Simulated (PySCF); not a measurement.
# BiSe⁺: from constants to spectrum

RHF-CCSD(T) constants of BiSe⁺, ¹Σ⁺ (singlet), closed shell (PySCF, scalar-relativistic core potentials, basis sets Bi def2-SVP with ECP60, Se def2-SVP; masses 208.9804 and 79.9165 u):

| Quantity | Value |
| --- | --- |
| ωe | 292.4 cm⁻¹ |
| ωexe | 0.695 cm⁻¹ |
| Be | 0.049978 cm⁻¹ |
| αe | 0.000132 cm⁻¹ |
| D (centrifugal) | 5.84e-09 cm⁻¹ |

(1) Estimate the standard entropy (1 bar) and heat capacity of the ideal gas at 500 K, rigid rotor with B0 and harmonic oscillator at the fundamental.

Correlated steps freeze 13 core orbitals. These are scalar-relativistic numbers at best; spin–orbit coupling would shift them, the dissociation energy most. The CCSD T1 diagnostic is raised, a sign that a single reference may not be enough here.

Results:

(1) Translation (Sackur–Tetrode, M = 288.90 u): 190.3 J/(mol K). Rotation: q = kT/(σB0) = 6960 with σ = 1, 81.9. Vibration: x = hcν0/kT = 0.837, 10.03. S° = 282.2 J/(mol K); Cp = 7R/2 + 7.85 = 36.9 J/(mol K).
